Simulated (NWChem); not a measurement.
System: boric acid (H3BO3); SMILES OB(O)O

The following NWChem deck was run.

```
start job
memory heap 200 mb stack 900 mb global 1100 mb
geometry units angstroms noautoz
  O     -0.960121     0.999409     0.000000
  B     -0.037938     0.001812     0.000000
  O      1.293053     0.344052     0.000000
  O     -0.514656    -1.277638     0.000000
  H     -0.534738     1.861480     0.000000
  H      1.907973    -0.392472     0.000000
  H      0.158477    -1.960235     0.000000
end
basis spherical
  * library def2-svp
end
dft
  xc xpbe96 cpbe96
  iterations 150
  vectors input atomic output neutral.movecs
end
task dft energy
charge 1
dft
  odft
  mult 2
  vectors input atomic output cation.movecs
end
task dft energy
```

NWChem printed, in part:

```
             Northwest Computational Chemistry Package (NWChem) 7.3.0
             --------------------------------------------------------

 CS  symmetry detected

                             Geometry "geometry" -> ""
                             -------------------------

 Output coordinates in angstroms (scale by  1.889725989 to convert to a.u.)

  No.       Tag          Charge          X              Y              Z
 ---- ---------------- ---------- -------------- -------------- --------------
    1 O                    8.0000    -1.07243172     0.87239530     0.00000000
    2 B                    5.0000    -0.03423442    -0.00382821     0.00000000
    3 O                    8.0000     1.24437496     0.49998061     0.00000000
    4 O                    8.0000    -0.34948681    -1.33231166     0.00000000
    5 H                    1.0000    -0.75663705     1.78035501     0.00000000
    6 H                    1.0000     1.94545159    -0.15506578     0.00000000
    7 H                    1.0000     0.40270614    -1.92666211     0.00000000

 Effective nuclear repulsion energy (a.u.)     116.3487909799

      Symmetry information
      --------------------

 Group name             Cs
 Group number              2
 Group order               2
 No. of unique centers     7

  pbe96 is a nonlocal functional; adding pw91lda local functional.

                                 NWChem DFT Module
                                 -----------------

 Summary of "ao basis" -> "ao basis" (spherical)
 ------------------------------------------------------------------------------
       Tag                 Description            Shells   Functions and Types
 ---------------- ------------------------------  ------  ---------------------
 O                          def2-svp                 6       14   3s2p1d
 B                          def2-svp                 6       14   3s2p1d
 H                          def2-svp                 3        5   2s1p

      Symmetry analysis of basis
      --------------------------

        a'         52
        a"         19

            General Information
            -------------------
          SCF calculation type: DFT
          Wavefunction type:  closed shell.
          No. of atoms     :     7
          No. of electrons :    32
           Alpha electrons :    16
            Beta electrons :    16
          Charge           :     0
          Spin multiplicity:     1
          Use of symmetry is: on ; symmetry adaption is: on
          Maximum number of iterations: 150
          AO basis - number of functions:    71
                     number of shells:    33
          Convergence on energy requested:  1.00D-06
          Convergence on density requested:  1.00D-05
          Convergence on gradient requested:  5.00D-04

              XC Information
              --------------
          PerdewBurkeErnzerhof Exchange Functional  1.000
            Perdew 1991 LDA Correlation Functional  1.000 local
           PerdewBurkeErnz. Correlation Functional  1.000 non-local

             Grid Information
             ----------------
          Grid used for XC integration:  medium
          Radial quadrature: Mura-Knowles
          Angular quadrature: Lebedev.
          Tag              B.-S. Rad. Rad. Pts. Rad. Cut. Ang. Pts.
          ---              ---------- --------- --------- ---------
          O                   0.60       49           9.0       434
          B                   0.85       49           8.0       434
          H                   0.35       45          11.0       434
          Grid pruning is: on
          Number of quadrature shells:   331
          Spatial weights used:  Erf1

      Superposition of Atomic Density Guess
      -------------------------------------

 Sum of atomic energies:        -250.07529330

      Non-variational initial energy
      ------------------------------

 Total energy =    -251.612756
 1-e energy   =    -573.054677
 2-e energy   =     205.093130
 HOMO         =      -0.490815
 LUMO         =       0.053899

      Symmetry analysis of molecular orbitals - initial
      -------------------------------------------------

  Numbering of irreducible representations:

     1 a'          2 a"

  Orbital symmetries:

     1 a'          2 a'          3 a'          4 a'          5 a'
     6 a'          7 a'          8 a'          9 a'         10 a'
    11 a'         12 a"         13 a'         14 a'         15 a"
    16 a"         17 a'         18 a'         19 a"         20 a'
    21 a'         22 a'         23 a'         24 a"         25 a'
    26 a'

   convergence    iter        energy       DeltaE   RMS-Dens  Diis-err
 ---------------- ----- ----------------- --------- --------- ---------
 d= 0,ls=0.0,diis     1   -251.8916999911 -3.68D+02  1.95D-02  1.07D+00
 d= 0,ls=0.0,diis     2   -251.7890653301  1.03D-01  1.10D-02  2.39D+00
 d= 0,ls=0.0,diis     3   -252.0096734975 -2.21D-01  1.69D-03  3.86D-02
 d= 0,ls=0.0,diis     4   -252.0121407945 -2.47D-03  8.84D-04  1.15D-02
 d= 0,ls=0.0,diis     5   -252.0130285912 -8.88D-04  2.79D-04  1.73D-03
  Resetting Diis
 d= 0,ls=0.0,diis     6   -252.0131929457 -1.64D-04  2.54D-05  4.96D-06
 d= 0,ls=0.0,diis     7   -252.0131930350 -8.92D-08  3.94D-05  4.17D-06
 d= 0,ls=0.0,diis     8   -252.0131917023  1.33D-06  2.68D-05  1.84D-05
 d= 0,ls=0.0,diis     9   -252.0131934229 -1.72D-06  8.23D-07  5.25D-09
 d= 0,ls=0.0,diis    10   -252.0131934234 -4.40D-10  2.68D-07  1.50D-09

         Total DFT energy =     -252.013193423370
      One electron energy =     -577.077770300212
           Coulomb energy =      239.503405275747
    Exchange-Corr. energy =      -30.787619378793
 Nuclear repulsion energy =      116.348790979888

 Numeric. integr. density =       32.000006476103

                  Occupations of the irreducible representations
                  ----------------------------------------------

                     irrep           alpha         beta
                     --------     --------     --------
                     a'               13.0         13.0
                     a"                3.0          3.0

                       DFT Final Molecular Orbital Analysis
                       ------------------------------------

 Vector   14  Occ=2.000000D+00  E=-2.838785D-01  Symmetry=a'
              MO Center=  3.2D-01, -4.7D-01,  2.8D-16, r^2= 2.4D+00
   Bfn.  Coefficient  Atom+Function         Bfn.  Coefficient  Atom+Function
  ----- ------------  ---------------      ----- ------------  ---------------
    46      0.403387  4 O  px                33      0.397228  3 O  py
    36      0.249783  3 O  py                49      0.247422  4 O  px
    47      0.221691  4 O  py                19      0.152572  2 B  py
    32      0.150827  3 O  px                45     -0.145726  4 O  s
    50      0.141221  4 O  py                31      0.118914  3 O  s

 Vector   15  Occ=2.000000D+00  E=-2.667696D-01  Symmetry=a"
              MO Center=  5.2D-01, -2.8D-01, -6.8D-16, r^2= 2.0D+00
   Bfn.  Coefficient  Atom+Function         Bfn.  Coefficient  Atom+Function
  ----- ------------  ---------------      ----- ------------  ---------------
    34      0.481414  3 O  pz                48     -0.421696  4 O  pz
    37      0.361405  3 O  pz                51     -0.311714  4 O  pz
     6     -0.089697  1 O  pz                 9     -0.065300  1 O  pz
    27     -0.032585  2 B  d  1              25      0.028420  2 B  d -1

 Vector   16  Occ=2.000000D+00  E=-2.559109D-01  Symmetry=a"
              MO Center= -6.9D-01,  3.1D-01,  3.6D-16, r^2= 1.9D+00
   Bfn.  Coefficient  Atom+Function         Bfn.  Coefficient  Atom+Function
  ----- ------------  ---------------      ----- ------------  ---------------
     6      0.533705  1 O  pz                 9      0.393482  1 O  pz
    48     -0.319908  4 O  pz                51     -0.238750  4 O  pz
    34     -0.180932  3 O  pz                37     -0.135920  3 O  pz
    25      0.037655  2 B  d -1              27      0.029863  2 B  d  1
    61      0.026254  5 H  pz

 Vector   17  Occ=0.000000D+00  E=-1.133061D-03  Symmetry=a'
              MO Center=  1.1D+00, -8.2D-01, -4.1D-17, r^2= 4.1D+00
   Bfn.  Coefficient  Atom+Function         Bfn.  Coefficient  Atom+Function
  ----- ------------  ---------------      ----- ------------  ---------------
    63      0.796036  6 H  s                 68      0.747231  7 H  s
    31     -0.539772  3 O  s                 45     -0.499740  4 O  s
     3     -0.316867  1 O  s                 17      0.272994  2 B  s
    58      0.241288  5 H  s                 49     -0.198744  4 O  px
    36      0.178525  3 O  py                46     -0.175346  4 O  px

 Vector   18  Occ=0.000000D+00  E= 6.197613D-02  Symmetry=a'
              MO Center= -3.8D-01,  1.6D+00,  1.0D-15, r^2= 3.9D+00
   Bfn.  Coefficient  Atom+Function         Bfn.  Coefficient  Atom+Function
  ----- ------------  ---------------      ----- ------------  ---------------
    58      1.259622  5 H  s                  3     -0.740640  1 O  s
    63     -0.534121  6 H  s                 17      0.401531  2 B  s
    68     -0.352718  7 H  s                  8     -0.342164  1 O  py
     5     -0.252227  1 O  py                57      0.195518  5 H  s
    22     -0.180343  2 B  py                 2     -0.167106  1 O  s

 Vector   19  Occ=0.000000D+00  E= 7.126647D-02  Symmetry=a"
              MO Center= -3.4D-02, -3.2D-03,  3.6D-15, r^2= 2.2D+00
   Bfn.  Coefficient  Atom+Function         Bfn.  Coefficient  Atom+Function
  ----- ------------  ---------------      ----- ------------  ---------------
    23     -0.650159  2 B  pz                20      0.628695  2 B  pz
     9      0.293803  1 O  pz                51      0.286994  4 O  pz
    37      0.280619  3 O  pz                 6      0.278812  1 O  pz
    48      0.278141  4 O  pz                34      0.276077  3 O  pz

     Multipole analysis of the density
     ---------------------------------

[...]
```

Level: PBE/def2-SVP, vertical spin-unrestricted ions. Structure relaxed at the PBE0/def2-SVP level.
